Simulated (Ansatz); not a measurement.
Cartesian coordinates in Å:
```
C 0.8714 -0.6059 -1.5499
Al -0.3239 0.0611 -0.1921
C 0.1976 0.2975 1.6641
O -1.9235 0.4709 -0.6084
H 0.6079 -0.7510 -2.5968
H 1.9064 -0.8867 -1.3568
H 1.0593 0.9664 1.7545
H -0.6160 0.7142 2.2619
H 0.4934 -0.6542 2.1172
H -2.2727 0.3878 -1.4937
```

Charge 0, multiplicity 2.

Problem. List the PBE0/def2-TZVPP orbital energies in eV (the Gaussian-basis code of Ansatz). (Estimate.)

Solution. Ansatz gave: α occupied: -1527.04, -521.86, -278.34, -277.25, -112.95, -73.09, -72.90, -72.85, -26.90, -18.93, -18.64, -13.73, -11.53, -10.97, -10.91, -10.48, -9.06, -9.01, -8.12, -7.05. α empty: 0.21, 0.49, 1.35, 1.88, 2.63, 3.04, 3.27, 3.49. β occupied: -1527.04, -521.85, -277.99, -277.25, -112.95, -73.07, -72.90, -72.85, -26.88, -18.87, -17.55, -13.72, -11.28, -10.92, -10.89, -10.31, -8.99, -8.93, -7.95. β empty: -2.48, 0.35, 1.11, 1.39, 2.01, 2.73, 3.13, 3.33. ⟨S²⟩ = 0.754.
